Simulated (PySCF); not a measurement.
A geometry optimisation, step by step.

C₃H₅NOSi.
Bonds: C1–C2 (double), C2–O3, O3–Si4, Si4–C5, C5–N6 (triple). Hydrogens: H7, H8 on C1; H9 on C2; H10, H11 on Si4.

Method: PySCF, PBE0-D3(BJ)/def2-SVP geometry optimisation, gas phase; density fitting, grid level 1; the optimiser is geomeTRIC in internal coordinates, started from a GFN2-xTB structure with every atom displaced at random (about 0.01 Å). The frame can shift and turn from step to step; on so coarse a grid that alone can change the energy by a few meV, and forces under 0.02 eV/Å are noise.

Step 0: E = -14587.9038 eV, largest atomic force 3.735 eV/Å
```
atom  x, y, z in Å  |  force x, y, z in eV/Å
C1      2.347   -0.285    0.369   -1.504   1.361  -1.311
C2      1.137    0.121   -0.075    1.191  -0.942   0.953
O3     -0.026   -0.382    0.422    3.614   0.467   0.823
Si4    -1.504   -0.509   -0.076   -3.231   0.171  -0.403
C5     -2.171    1.122   -0.740    0.502  -0.900   0.467
N6     -2.543    2.137   -1.140   -0.304   0.748  -0.320
H7      2.431   -1.011    1.131    0.123  -1.034   1.006
H8      3.243    0.174   -0.037    0.141   0.070  -0.100
H9      1.020    0.884   -0.824   -0.075   0.544  -0.569
H10    -2.219   -0.835    1.180   -0.360  -0.086  -0.223
H11    -1.677   -1.442   -1.188   -0.097  -0.401  -0.323
```

Step 1: E = -14588.1515 eV, largest atomic force 0.419 eV/Å
```
atom  x, y, z in Å  |  force x, y, z in eV/Å
C1      2.353   -0.240    0.329   -0.114   0.000   0.100
C2      1.132    0.120   -0.060    0.024   0.080  -0.124
O3      0.012   -0.404    0.495   -0.296  -0.184   0.120
Si4    -1.556   -0.543   -0.042    0.291   0.298   0.042
C5     -2.080    1.121   -0.709   -0.019  -0.091   0.066
N6     -2.396    2.159   -1.120    0.010   0.021  -0.015
H7      2.483   -0.984    1.120    0.045   0.002  -0.065
H8      3.229    0.229   -0.117    0.004   0.002  -0.018
H9      0.962    0.886   -0.829    0.004  -0.023  -0.013
H10    -2.407   -0.874    1.125    0.058  -0.003  -0.048
H11    -1.694   -1.496   -1.167   -0.006  -0.103  -0.045
```

Step 2: E = -14588.1585 eV, largest atomic force 0.190 eV/Å
```
atom  x, y, z in Å  |  force x, y, z in eV/Å
C1      2.344   -0.235    0.329    0.044   0.029  -0.025
C2      1.117    0.117   -0.047   -0.013   0.019  -0.059
O3      0.004   -0.414    0.517   -0.102  -0.119   0.107
Si4    -1.551   -0.540   -0.042    0.113   0.088  -0.033
C5     -2.066    1.124   -0.708   -0.020  -0.018   0.011
N6     -2.374    2.162   -1.122    0.010   0.001  -0.002
H7      2.516   -0.988    1.101   -0.048   0.010  -0.004
H8      3.203    0.247   -0.137    0.017   0.005  -0.011
H9      0.937    0.878   -0.818    0.017   0.006   0.004
H10    -2.409   -0.870    1.116   -0.016  -0.013   0.005
H11    -1.681   -1.506   -1.164   -0.002  -0.006   0.006
```

Step 3: E = -14588.1608 eV, largest atomic force 0.165 eV/Å
```
atom  x, y, z in Å  |  force x, y, z in eV/Å
C1      2.340   -0.222    0.317   -0.008  -0.041   0.011
C2      1.103    0.112   -0.039   -0.014   0.089  -0.105
O3      0.001   -0.432    0.539    0.127  -0.046   0.094
Si4    -1.545   -0.542   -0.036   -0.069  -0.055  -0.065
C5     -2.047    1.123   -0.702   -0.013   0.030  -0.013
N6     -2.343    2.164   -1.118    0.006  -0.009   0.004
H7      2.515   -0.978    1.084    0.034  -0.007   0.028
H8      3.192    0.264   -0.161   -0.023  -0.004   0.011
H9      0.905    0.871   -0.807   -0.009   0.015  -0.002
H10    -2.416   -0.876    1.109   -0.030  -0.007   0.017
H11    -1.668   -1.510   -1.160    0.000   0.036   0.021
```

Step 4: E = -14588.1607 eV, largest atomic force 0.157 eV/Å
```
atom  x, y, z in Å  |  force x, y, z in eV/Å
C1      2.332   -0.218    0.310    0.064   0.058  -0.077
C2      1.096    0.117   -0.050    0.065  -0.062   0.087
O3      0.008   -0.441    0.544    0.030   0.048   0.002
Si4    -1.538   -0.547   -0.030   -0.134  -0.071  -0.042
C5     -2.038    1.120   -0.693   -0.007   0.027  -0.005
N6     -2.329    2.163   -1.108    0.002  -0.004   0.002
H7      2.508   -0.969    1.082    0.004  -0.004   0.007
H8      3.184    0.267   -0.168    0.004  -0.002   0.010
H9      0.890    0.877   -0.816   -0.021  -0.015   0.010
H10    -2.415   -0.886    1.111   -0.005   0.003   0.002
H11    -1.661   -1.510   -1.157   -0.002   0.021   0.005
```

Step 5: E = -14588.1617 eV, largest atomic force 0.116 eV/Å
```
atom  x, y, z in Å  |  force x, y, z in eV/Å
C1      2.335   -0.216    0.309    0.014   0.025  -0.043
C2      1.096    0.113   -0.046    0.037  -0.028   0.048
O3      0.006   -0.444    0.547    0.058   0.028   0.008
Si4    -1.541   -0.548   -0.031   -0.098  -0.055  -0.030
C5     -2.037    1.121   -0.694   -0.004   0.018  -0.001
N6     -2.325    2.164   -1.110    0.001  -0.001   0.001
H7      2.519   -0.966    1.080    0.004  -0.002   0.004
H8      3.182    0.273   -0.173    0.002   0.002   0.006
H9      0.887    0.873   -0.811   -0.013  -0.008   0.003
H10    -2.420   -0.885    1.109    0.000   0.004   0.001
H11    -1.664   -1.509   -1.158    0.000   0.017   0.003
```

Step 6: E = -14588.1622 eV, largest atomic force 0.031 eV/Å
```
atom  x, y, z in Å  |  force x, y, z in eV/Å
C1      2.337   -0.211    0.305    0.002   0.000   0.001
C2      1.094    0.109   -0.044   -0.011   0.004   0.006
O3      0.006   -0.451    0.549    0.030  -0.002   0.003
Si4    -1.544   -0.552   -0.029   -0.029  -0.005  -0.008
C5     -2.034    1.120   -0.689   -0.001   0.000   0.007
N6     -2.318    2.165   -1.104   -0.001   0.000   0.001
H7      2.533   -0.958    1.077   -0.001   0.001  -0.004
H8      3.178    0.285   -0.180    0.002   0.002  -0.001
H9      0.879    0.866   -0.810    0.001   0.000  -0.003
H10    -2.425   -0.889    1.110    0.006   0.000   0.000
H11    -1.669   -1.508   -1.160    0.002   0.000  -0.004
```

Step 7: E = -14588.1622 eV, largest atomic force under 0.02 eV/Å
```
atom  x, y, z in Å  |  force x, y, z in eV/Å
C1      2.338   -0.207    0.301   -0.004  -0.002   0.007
C2      1.093    0.108   -0.046   -0.011   0.004  -0.001
O3      0.007   -0.455    0.549    0.011  -0.004  -0.005
Si4    -1.544   -0.556   -0.028   -0.002   0.007   0.001
C5     -2.034    1.119   -0.683   -0.001  -0.004   0.007
N6     -2.317    2.165   -1.096   -0.001   0.000   0.002
H7      2.537   -0.951    1.075    0.001   0.000  -0.004
H8      3.176    0.293   -0.185    0.000   0.002  -0.002
H9      0.874    0.863   -0.813    0.002   0.002  -0.002
H10    -2.423   -0.895    1.112    0.004  -0.003   0.001
H11    -1.671   -1.508   -1.161    0.002  -0.002  -0.003
```

Q: Summarise the path.

A: The energy falls by 24.93 kJ/mol from step 0 to step 7; nine tenths of that is first reached at step 1. It never rises by more than 0.2 meV. The largest force goes from 3.735 to under 0.02 eV/Å. Among the bonds O3–Si4 changes most, from 1.565 to 1.658 Å; the atoms move by 0.149 Å rms after alignment.

Q: Follow the three bonds and two angles with the largest change from start to end.

A: 
```json
{"step": "0", "E above end (kJ/mol)": "24.93", "largest force (eV/Å)": "3.735", "O3–Si4 (Å)": "1.565", "C1–H7 (Å)": "1.055", "Si4–H11 (Å)": "1.461", "C2–O3–Si4 (°)": "136.2", "O3–Si4–H10 (°)": "101.7"}
{"step": "1", "E above end (kJ/mol)": "1.03", "largest force (eV/Å)": "0.419", "O3–Si4 (Å)": "1.663", "C1–H7 (Å)": "1.093", "Si4–H11 (Å)": "1.480", "C2–O3–Si4 (°)": "132.8", "O3–Si4–H10 (°)": "107.8"}
{"step": "2", "E above end (kJ/mol)": "0.36", "largest force (eV/Å)": "0.190", "O3–Si4 (Å)": "1.657", "C1–H7 (Å)": "1.092", "Si4–H11 (Å)": "1.486", "C2–O3–Si4 (°)": "131.3", "O3–Si4–H10 (°)": "107.3"}
{"step": "3", "E above end (kJ/mol)": "0.13", "largest force (eV/Å)": "0.165", "O3–Si4 (Å)": "1.653", "C1–H7 (Å)": "1.091", "Si4–H11 (Å)": "1.488", "C2–O3–Si4 (°)": "129.6", "O3–Si4–H10 (°)": "107.2"}
{"step": "4", "E above end (kJ/mol)": "0.15", "largest force (eV/Å)": "0.157", "O3–Si4 (Å)": "1.653", "C1–H7 (Å)": "1.092", "Si4–H11 (Å)": "1.487", "C2–O3–Si4 (°)": "128.5", "O3–Si4–H10 (°)": "107.5"}
{"step": "5", "E above end (kJ/mol)": "0.05", "largest force (eV/Å)": "0.116", "O3–Si4 (Å)": "1.655", "C1–H7 (Å)": "1.092", "Si4–H11 (Å)": "1.487", "C2–O3–Si4 (°)": "128.5", "O3–Si4–H10 (°)": "107.5"}
{"step": "6", "E above end (kJ/mol)": "0.00", "largest force (eV/Å)": "0.031", "O3–Si4 (Å)": "1.657", "C1–H7 (Å)": "1.092", "Si4–H11 (Å)": "1.486", "C2–O3–Si4 (°)": "128.4", "O3–Si4–H10 (°)": "107.6"}
{"step": "7", "E above end (kJ/mol)": "0.00", "largest force (eV/Å)": "under 0.02", "O3–Si4 (Å)": "1.658", "C1–H7 (Å)": "1.092", "Si4–H11 (Å)": "1.486", "C2–O3–Si4 (°)": "128.3", "O3–Si4–H10 (°)": "107.6"}
```

What follows is the cost of the whole optimisation. On an Arm Neoverse V2 with one thread, no GPU, shared host, this took 32 s of wall time and 0.46 GiB of memory at its peak.
